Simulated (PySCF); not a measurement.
Species: C2H5AlBrN.
Numbering: `[CH:1]#[C:2][Al@@H-:3]([NH3+:4])[Br:5]` (hydrogens: H6 on C1; H7 on Al3; H8, H9, H10 on N4)
Bond orders are those of one Lewis drawing.

Method: PBE0-D3(BJ)/def2-SVP geometry optimisation, gas phase (PySCF); density fitting, grid level 1; the optimiser is geomeTRIC in internal coordinates, started from a GFN2-xTB structure with every atom displaced at random (about 0.01 Å).

Step 2: E = -80261.4930 eV
```
atom  x, y, z in Å  |  force x, y, z in eV/Å
C1      2.5263    0.2987   -0.7051   -0.032  -0.052   0.122
C2      1.5516    0.1127    0.0103    0.048   0.074  -0.090
Al3    -0.0703   -0.0478    1.0514    0.009   0.018  -0.006
N4     -1.3897    0.0303   -0.5034   -0.049  -0.002  -0.012
Br5    -0.5710   -2.1513    1.8457   -0.024  -0.036  -0.021
H6      3.4072    0.4506   -1.3043   -0.015  -0.001  -0.021
H7     -0.5334    1.1648    1.9653    0.013  -0.001  -0.001
H8     -1.2899    0.9020   -1.0280    0.011  -0.005  -0.005
H9     -1.2183   -0.7389   -1.1553    0.031   0.009   0.024
H10    -2.3624   -0.0424   -0.1983    0.008  -0.001   0.009
```

Step 3: E = -80261.4945 eV
```
atom  x, y, z in Å  |  force x, y, z in eV/Å
C1      2.5299    0.2985   -0.7004   -0.117  -0.059   0.136
C2      1.5503    0.1234    0.0112    0.094   0.063  -0.100
Al3    -0.0710   -0.0397    1.0502   -0.003  -0.020   0.021
N4     -1.3915    0.0303   -0.5005   -0.010   0.062   0.017
Br5    -0.5759   -2.1538    1.8252   -0.017   0.003  -0.029
H6      3.4060    0.4404   -1.3066    0.043   0.010  -0.034
H7     -0.5311    1.1708    1.9673    0.005  -0.004   0.011
H8     -1.2954    0.8989   -1.0307   -0.007  -0.002   0.000
H9     -1.2088   -0.7409   -1.1445    0.016  -0.047  -0.018
H10    -2.3624   -0.0491   -0.1929   -0.005  -0.005  -0.004
```

Step 4: E = -80261.4935 eV
```
atom  x, y, z in Å  |  force x, y, z in eV/Å
C1      2.5434    0.2984   -0.6886   -0.178  -0.043   0.069
C2      1.5500    0.1544    0.0101    0.110   0.010  -0.058
Al3    -0.0709   -0.0169    1.0468   -0.012  -0.063   0.046
N4     -1.3983    0.0299   -0.4926    0.073   0.136   0.032
Br5    -0.5952   -2.1535    1.7644    0.010   0.065  -0.013
H6      3.4122    0.4140   -1.3092    0.095   0.016  -0.013
H7     -0.5196    1.1852    1.9788   -0.011  -0.019   0.028
H8     -1.3193    0.8886   -1.0408   -0.038   0.004  -0.004
H9     -1.1883   -0.7512   -1.1139   -0.022  -0.093  -0.063
H10    -2.3639   -0.0702   -0.1768   -0.027  -0.012  -0.025
```

Step 5: E = -80261.4943 eV
```
atom  x, y, z in Å  |  force x, y, z in eV/Å
C1      2.5483    0.2957   -0.6860   -0.094  -0.022   0.007
C2      1.5509    0.1605    0.0076    0.046  -0.002  -0.016
Al3    -0.0705   -0.0102    1.0444    0.000  -0.053   0.029
N4     -1.4032    0.0318   -0.4929    0.068   0.095   0.023
Br5    -0.5890   -2.1497    1.7526    0.004   0.048   0.000
H6      3.4217    0.4059   -1.3028    0.063   0.008   0.009
H7     -0.5155    1.1855    1.9861   -0.016  -0.017   0.019
H8     -1.3345    0.8880   -1.0463   -0.030   0.004  -0.006
H9     -1.1907   -0.7528   -1.1105   -0.021  -0.055  -0.044
H10    -2.3672   -0.0758   -0.1740   -0.020  -0.006  -0.020
```

Problem. Estimate the geometry and energy of step 6. (The exact step hangs on the optimiser's Hessian estimate; all steps are aligned on step 5, rigid shifts and turns removed.)

Solution. E = -80261.4959 eV, largest force 0.135 eV/Å
```
atom  x, y, z in Å  |  force x, y, z in eV/Å
C1      2.5561    0.2921   -0.6879    0.107   0.019  -0.080
C2      1.5533    0.1650   -0.0027   -0.085  -0.029   0.060
Al3    -0.0666   -0.0075    1.0393    0.009   0.017  -0.022
N4     -1.4106    0.0365   -0.4958    0.006  -0.050  -0.013
Br5    -0.5792   -2.1396    1.7537   -0.006  -0.012   0.003
H6      3.4461    0.4014   -1.2851   -0.034  -0.010   0.039
H7     -0.5090    1.1761    1.9975   -0.013  -0.002  -0.003
H8     -1.3626    0.8892   -1.0566    0.009   0.003  -0.004
H9     -1.2049   -0.7538   -1.1132   -0.005   0.053   0.015
H10    -2.3724   -0.0806   -0.1709    0.010   0.011   0.004
```

The energy changes by -0.0016 eV. The first-order estimate −F·Δx gives -0.0031 eV and the mean of the old and new forces, exact on a quadratic surface, -0.0012 eV. The step makes an angle of 74° with the force vector and moves no atom by more than 0.030 Å.

The cost below is that of the whole optimisation. Hardware: an Arm Neoverse V2 with one thread (shared host). Cost: 63 s, 0.48 GiB resident at most.
